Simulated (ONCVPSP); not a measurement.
**Before and after: ONCV potential for iodine**

I, optimised norm-conserving Vanderbilt (ONCV), made with ONCVPSP 4.0.1 (PBE, fully relativistic). Core [Kr], reference 4d10 5s2 5p3 (charge +2). Waves: 5s: rc 1.50 bohr, ncon 4, nbas 7, qcut 4.1 1/bohr, 2 projectors, debl 1 Ha; 5p: rc 1.95 bohr, ncon 4, nbas 8, qcut 3.8 1/bohr, 3 projectors, debl 1.6 Ha; 4d: rc 1.15 bohr, ncon 4, nbas 8, qcut 15.4 1/bohr, 1 projector. Local part: polynomial inside 1.00 bohr (lpopt 5, dvloc0 0 Ha). Core correction: Teter function, fcfact 5.25, rcfact 1.15.

Open shells are filled in proportion to 2j + 1.

In the s channel the program set the typed energies aside and used -1.322, 0.250 Ha.

Change: s: rc 2.2.

Cutoffs: the cutoffs (Ha) at which the residual kinetic energy of the hardest occupied pseudo-wave falls to 1 and 0.1 mHa per electron; they do not see the model core or the augmentation charge, which bear on the density cutoff. Errors are all-electron minus pseudo energies relative to the spin-unpolarised reference configuration.

Task: What does the change do?

Result: The potential gets neither clearly harder nor softer (63 Ha and 77 Ha → 63 Ha and 77 Ha); both files keep a bound ghost (s); of the 4 tests that both files solve, the error grows in 4 and shrinks in 0 by more than 15 % and 0.3 meV (median size 1.3 → 1.9 meV). More of the atom is replaced by a form fitted at one configuration, so other configurations suffer.

```tsv
quantity	base	changed
cutoff, loose	63 Ha	63 Ha
cutoff, tight	77 Ha	77 Ha
loose cutoff by channel	s 45 Ha, p 14 Ha, d 63 Ha	s 7.6 Ha, p 14 Ha, d 63 Ha
bound ghosts	s	s
GHOST(+) flags under 300 eV	p3/2 at 40.3 eV, p1/2 at 47.6 eV	p3/2 at 40.3 eV, p1/2 at 47.6 eV
error for 4d10 5s2 5p5, meV [ΔE -31.03 eV]	+1.4	+2.1
error for 4d10 5s2 5p4, meV [ΔE -19.88 eV]	+0.8	+1.1
error for 4d10 5s2 5p2, meV [ΔE 29.36 eV]	+2.6	+3.3
error for 4d10 5s2 5p4.5, meV [ΔE -26.49 eV]	+1.2	+1.7
p3/2: phases at 1.97 bohr within 0.05 rad from the reference energy up to (Ha; the scan ends near 5)	4.3	4.3
p1/2: phases at 1.97 bohr within 0.05 rad from the reference energy up to (Ha; the scan ends near 5)	4.3	4.3
d5/2: phases at 1.17 bohr within 0.05 rad from the reference energy up to (Ha; the scan ends near 5)	4.5	4.5
d3/2: phases at 1.17 bohr within 0.05 rad from the reference energy up to (Ha; the scan ends near 5)	4.8	4.8
rms error of d²Exc/dni dnj with the model core, mHa	6.16	6.07
```

 A true bound ghost makes a file unfit for plane-wave use even where its test errors are small: the radial tests pick states by their node count and pass the ghost by.
